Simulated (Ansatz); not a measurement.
This geometry of ClFH8N3OTa (15 atoms, charge 0, multiplicity 1) is a first-order saddle point.

Theory: RKS PBE/def2-SVP (Ansatz 0.2.0).

```xyz
15
Properties=species:S:1:pos:R:3
Ta -0.201 -0.468 -0.243
N 2.113 0.017 -0.175
H 2.348 0.303 0.785
H 2.468 0.721 -0.833
O 0.172 -0.361 1.706
H 0.084 -1.225 2.155
N -0.001 0.096 -2.175
H -0.225 -0.606 -2.895
H 0.325 0.948 -2.641
N -0.610 1.481 0.082
H -0.598 1.896 1.021
H -0.847 2.190 -0.619
Cl -2.335 -1.476 -0.304
F 0.651 -2.230 -0.390
H 2.595 -0.873 -0.367
```

Problem. Which two structures does it join? (They come from a converged band through this point; their orientation in space is the band's.)

Solution. No bond is made or broken.

Initial state:

```xyz
15
Properties=species:S:1:pos:R:3
Ta -0.248 -0.427 -0.231
N 2.060 0.071 -0.234
H 2.272 0.257 0.757
H 2.374 0.882 -0.783
O 0.146 -0.363 1.719
H 0.389 -1.254 2.040
N 0.125 -0.073 -2.185
H -0.626 -0.307 -2.847
H 0.930 0.265 -2.719
N -0.658 1.503 0.160
H -0.728 1.874 1.113
H -0.841 2.240 -0.528
Cl -2.414 -1.283 -0.589
F 0.556 -2.215 -0.044
H 2.603 -0.755 -0.523
```

Final state:

```xyz
15
Properties=species:S:1:pos:R:3
Ta -0.103 -0.494 -0.254
N 2.174 -0.005 -0.048
H 2.363 -0.034 0.966
H 2.452 0.916 -0.407
O 0.245 -0.541 1.702
H -0.428 -0.864 2.328
N -0.137 0.002 -2.223
H 0.123 -0.697 -2.931
H -0.418 0.865 -2.701
N -0.473 1.482 -0.062
H -0.569 1.915 0.863
H -0.564 2.202 -0.786
Cl -2.230 -1.494 0.079
F 0.758 -2.109 -0.915
H 2.745 -0.730 -0.505
```

Problem. How far does it lie above each of them?

Solution. 0.088 eV above the first and 0.177 eV above the second. This is the barrier of this one path; another mechanism may lie lower.

Time of the run: 120 s on 4 threads of AMD EPYC 9R45 96-Core Processor (Zen 5) (shared host), peak memory 0.27 GiB.
